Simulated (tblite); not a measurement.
Compound: C₅H₈F₅N.
Cartesian coordinates in Å at the GFN2-xTB level; atoms count from 1:
```
atom  x, y, z in Å
C1    -1.3370   -0.8253    0.9232
N2    -0.7502   -0.1105   -0.1951
C3    -1.7596    0.3510   -1.1279
C4     0.1348    0.9504    0.2271
C5     1.5298    0.4154    0.5648
F6     2.4238    1.4371    0.5745
F7     1.5945   -0.1292    1.8035
C8     2.0332   -0.6429   -0.4535
F9     3.3511   -0.8207   -0.3585
F10    1.7769   -0.2562   -1.7053
F11    1.4578   -1.8263   -0.2649
H12   -2.0034   -0.1877    1.5220
H13   -1.9070   -1.6653    0.5338
H14   -0.5512   -1.2149    1.5649
H15   -1.2716    0.7798   -2.0012
H16   -2.4360    1.0974   -0.6883
H17   -2.3476   -0.5064   -1.4470
H18    0.2754    1.6602   -0.5923
H19   -0.2235    1.5035    1.1126
```

Level: GFN2-xTB in tblite, geometry and Hessian alike; calculated harmonic values, unscaled, isolated species. Errors from tens to a few hundred cm⁻¹ against measured bands are possible. One conformer, not necessarily the lowest.

Harmonic wavenumbers (cm⁻¹): 47.8, 49.9, 73.0, 131.2, 182.1, 196.6, 204.3, 225.4, 283.9, 304.1, 331.8, 349.9, 394.7, 401.7, 462.1, 473.5, 534.0, 576.8, 608.8, 730.0, 891.4, 914.5, 1029.5, 1039.1, 1059.9, 1069.2, 1079.8, 1100.8, 1117.1, 1133.3, 1154.1, 1179.8, 1212.7, 1271.7, 1278.9, 1332.6, 1413.8, 1425.4, 1435.9, 1478.1, 1483.5, 1486.5, 1497.4, 2832.5, 2876.1, 2884.4, 2982.7, 3024.0, 3037.4, 3042.2, 3053.1.

A = 1560, B = 878.3, C = 799.6 MHz; mass 177.058 u (most abundant isotopes); point group C1, symmetry number 1.

Question: Zero-point energy?

Answer: Half the sum of the wavenumbers: 29190 cm⁻¹ = 349.18 kJ/mol.

Question: Give the ideal-gas entropy at 400 K and 1 bar in the rigid-rotor, harmonic-oscillator model (classical rotation).

Answer: Translation 179.52, rotation 129.45, vibration 205.05: S = 514.0 J/(mol K).

Question: And Cp and H(400 K) − H(0)?

Answer: Cp = 227.27 J/(mol K), of which vibrations give 194.01 (their classical limit is 51 R = 424.0); H(400 K) − H(0) = 55.09 kJ/mol without the zero-point energy, 41.78 from vibrations.

Question: Which modes carry the vibrational entropy at 400 K?

Answer: 47.8 cm⁻¹: 22.96; 49.9 cm⁻¹: 22.61; 73.0 cm⁻¹: 19.46; 131.2 cm⁻¹: 14.63; 182.1 cm⁻¹: 11.98; 196.6 cm⁻¹: 11.37 J/(mol K); the other 45 give 102.04 together.

Question: Blend soft modes into free rotors: weight 1/[1 + (100 cm⁻¹/ν̃)⁴] for the oscillator and the rest for a rotor with moment μB/(μ + B), μ = h/(8π²ν), B = 10⁻⁴⁴ kg m². What vibrational entropy results?

Answer: 187.76 J/(mol K) in place of 205.05, which changes −T·S at 400 K by +6.91 kJ/mol.

Question: How do the functions run with temperature in this model?

Answer: 
```json
{"T (K)": "100", "S (J/(mol K))": "308.3", "Cp (J/(mol K))": "90.9", "H − H(0) (kJ/mol)": "6.00", "G − H(0) (kJ/mol)": "-24.83", "ln q(vib)": "2.25"}
{"T (K)": "200", "S (J/(mol K))": "388.3", "Cp (J/(mol K))": "143.1", "H − H(0) (kJ/mol)": "17.84", "G − H(0) (kJ/mol)": "-59.82", "ln q(vib)": "5.59"}
{"T (K)": "300", "S (J/(mol K))": "454.6", "Cp (J/(mol K))": "186.7", "H − H(0) (kJ/mol)": "34.35", "G − H(0) (kJ/mol)": "-102.04", "ln q(vib)": "8.90"}
{"T (K)": "500", "S (J/(mol K))": "568.6", "Cp (J/(mol K))": "262.0", "H − H(0) (kJ/mol)": "79.60", "G − H(0) (kJ/mol)": "-204.69", "ln q(vib)": "15.18"}
{"T (K)": "800", "S (J/(mol K))": "708.6", "Cp (J/(mol K))": "332.4", "H − H(0) (kJ/mol)": "169.81", "G − H(0) (kJ/mol)": "-397.08", "ln q(vib)": "23.76"}
{"T (K)": "1000", "S (J/(mol K))": "786.1", "Cp (J/(mol K))": "361.5", "H − H(0) (kJ/mol)": "239.36", "G − H(0) (kJ/mol)": "-546.73", "ln q(vib)": "28.93"}
```

q(vib) and H(0) count from the zero-point level.

Hindered rotation and anharmonicity are outside this model. Other conformers, if any are populated, would add a mixing term that is left out. The structure is chiral; the term R ln 2 for an equal mix with its mirror image is left out.

The run took 0.67 s wall, 1.3 s CPU on an Intel Xeon Platinum 8488C with 2 threads, shared host with 192 logical CPUs at a one-minute load of 65. The figure is for the frequency step alone.
